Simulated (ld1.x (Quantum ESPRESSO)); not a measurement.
**Configuration tests for Fe (ultrasoft)**

- Element: iron (Fe)
- Generator: ld1.x (Quantum ESPRESSO) 7.5
- Type: ultrasoft
- Functional: LDA (PZ)
- Relativity: scalar-relativistic
- Frozen core: [Ar]
- Valence charge: 8
- Reference configuration: 3d6 4s0 4p0 (charge +2)
- Partial waves: 4s (bound, empty): rcut 1.30, rcutus 2.18 bohr; 4s channel at -0.4 Ry: rcut 1.30, rcutus 2.18 bohr; 4p (bound, empty): rcut 2.35, rcutus 2.65 bohr; 4p channel at 3.2 Ry: rcut 2.35, rcutus 2.65 bohr; 3d (bound): rcut 1.30, rcutus 1.65 bohr; 3d channel at -0.95 Ry: rcut 1.30, rcutus 1.65 bohr
- Local potential: all-electron potential smoothed inside 1.95 bohr (lloc = -2)
- Core correction: a·sin(br)/r model core inside 1.20 bohr
- Augmentation charge: PSQ, inside the norm-conserving radii

Energies are relative to the spin-unpolarised reference configuration 3d6 4s0 4p0; without spin polarisation the order of configurations can differ from experiment. Spin-polarised rows fill each open shell by Hund’s rule, majority spin first.

(1) Give the all-electron excitation energy and the error of the potential for: 3d6 4s2 4p0; 3d6 4s1 4p0; 3d5 4s0 4p0; 3d4 4s0 4p0; 3d6.5 4s1.5 4p0; 3d5 4s2 4p1; 3d6 4s0 4p1; 3d6 4s0 4p0 (spin-polarised); 3d6 4s2 4p0 (spin-polarised).

Levels in the configuration 3d6 4s0 4p1:

```csv
level,all-electron (eV),pseudo (eV)
3d,-17.670,-17.680
4p,-8.320,-8.315
```

## Answers

(1)

```tsv
valence configuration	charge	ΔE all-electron (eV)	error AE − PS (meV)
3d6 4s2 4p0	0	-25.473	+3.6
3d6 4s1 4p0	+1	-16.492	+1.5
3d5 4s0 4p0	+3	34.529	-241
3d4 4s0 4p0	+4	87.907	-1366
3d6.5 4s1.5 4p0	0	-26.222	-21
3d5 4s2 4p1	0	-16.611	-97
3d6 4s0 4p1	+1	-11.358	-2.9
3d6 4s0 4p0 (spin-polarised)	+2	-3.590	+1231
3d6 4s2 4p0 (spin-polarised)	0	-28.862	+1189
```
